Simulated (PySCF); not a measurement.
disilylmethane (CH$_{8}$Si$_{2}$), singlet, geometry from GFN2-xTB; PySCF with B3LYP/3-21G.

PySCF was given this input:
```python
from pyscf import gto, scf, dft

mol = gto.Mole()
mol.atom = '''
    Si    1.469501    0.675243   -0.004315
    C     0.249959   -0.773362   -0.140745
    Si   -1.582865   -0.324499    0.068147
    H     2.839701    0.182994   -0.185178
    H     1.181014    1.668952   -1.040543
    H     1.358676    1.297376    1.316715
    H     0.513805   -1.524899    0.604684
    H     0.384534   -1.254531   -1.110514
    H    -1.982528    0.632796   -0.965442
    H    -1.804865    0.261220    1.391816
    H    -2.402995   -1.534148   -0.060719
'''
mol.basis = '3-21g'
mol.charge = 0
mol.spin = 0
mol.verbose = 4
mol.build()

mf = dft.RKS(mol)
mf.xc = 'b3lyp'
mf.kernel()
mf.analyze()
```

The log (banner, timings and long lists left out):

```
PySCF version 2.14.0

[INPUT] verbose = 4
[INPUT] num. atoms = 11
[INPUT] num. electrons = 42
[INPUT] charge = 0
[INPUT] spin (= nelec alpha-beta = 2S) = 0
[INPUT] symmetry False subgroup None
[INPUT] Mole.unit = angstrom
[INPUT] Symbol           X                Y                Z      unit          X                Y                Z       unit  Magmom
[...]
nuclear repulsion = 150.449941345671
number of shells = 35
number of NR pGTOs = 93
number of NR cGTOs = 51
basis = 3-21g
ecp = {}

******** <class 'pyscf.dft.rks.RKS'> ********
method = RKS
initial guess = minao
damping factor = 0
level_shift factor = 0
DIIS = <class 'pyscf.scf.diis.CDIIS'>
diis_start_cycle = 1
diis_space = 8
diis_damp = 0
SCF conv_tol = 1e-09
SCF conv_tol_grad = None
SCF max_cycles = 50
direct_scf = True
direct_scf_tol = 1e-13
XC library pyscf.dft.libxc version 7.1.2
    S. Lehtola, C. Steigemann, M. J. T. Oliveira, and M. A. L. Marques,  SoftwareX 7, 1–5 (2018)
XC functionals = b3lyp
    P. J. Stephens, F. J. Devlin, C. F. Chabalowski, and M. J. Frisch,  J. Phys. Chem. 98, 11623 (1994)
radial grids:
    Treutler-Ahlrichs [JCP 102, 346 (1995); DOI:10.1063/1.469408] (M4) radial grids

becke partition: Becke, JCP 88, 2547 (1988); DOI:10.1063/1.454033
pruning grids: <function nwchem_prune>
grids dens level: 3
symmetrized grids: False
atomic radii adjust function: <function treutler_atomic_radii_adjust>
small_rho_cutoff = 0
Set gradient conv threshold to 3.16228e-05
Initial guess from minao.
tot grids = 130944
init E= -618.05906370125
[...]
cycle= 1 E= -618.600061983577  delta_E= -0.541  |g|= 0.314  |ddm|= 2.63
[...]
cycle= 2 E= -618.583440220884  delta_E= 0.0166  |g|= 0.387  |ddm|= 0.675
[...]
cycle= 3 E= -618.624960776739  delta_E= -0.0415  |g|= 0.0275  |ddm|= 0.442
[...]
cycle= 4 E= -618.625208285126  delta_E= -0.000248  |g|= 0.00525  |ddm|= 0.0466
[...]
cycle= 5 E= -618.625218587761  delta_E= -1.03e-05  |g|= 0.000708  |ddm|= 0.00829
[...]
cycle= 6 E= -618.625218791893  delta_E= -2.04e-07  |g|= 7.86e-05  |ddm|= 0.00132
[...]
cycle= 7 E= -618.625218794991  delta_E= -3.1e-09  |g|= 1.31e-05  |ddm|= 0.000198
[...]
cycle= 8 E= -618.625218795085  delta_E= -9.42e-11  |g|= 1.39e-06  |ddm|= 3.05e-05
[...]
Extra cycle  E= -618.625218795081  delta_E= 3.41e-12  |g|= 1.42e-06  |ddm|= 4.42e-06
converged SCF energy = -618.625218795081
**** SCF Summaries ****
Total Energy =                        -618.625218795081423
Nuclear Repulsion Energy =             150.449941345671135
One-electron Energy =                -1153.771638174463760
Two-electron Energy =                  384.696478033711230
Two-electron Coulomb Energy =          434.871372438396463
DFT Exchange-Correlation Energy =      -50.174894404685233
HOMO-LUMO gap [eV] =                     9.328010525263593
**** MO energy ****
[...]
 ** Mulliken pop on meta-lowdin orthogonal AOs  **
 ** Mulliken pop  **
 ** Mulliken atomic charges  **
charge of    0Si =      0.43071
charge of    1C =     -0.61637
charge of    2Si =      0.43070
charge of    3H =     -0.07966
charge of    4H =     -0.08151
charge of    5H =     -0.08151
charge of    6H =      0.12016
charge of    7H =      0.12016
charge of    8H =     -0.08151
charge of    9H =     -0.08151
charge of   10H =     -0.07966
Dipole moment(X, Y, Z, Debye):  0.18043, -0.55829, -0.10161
```
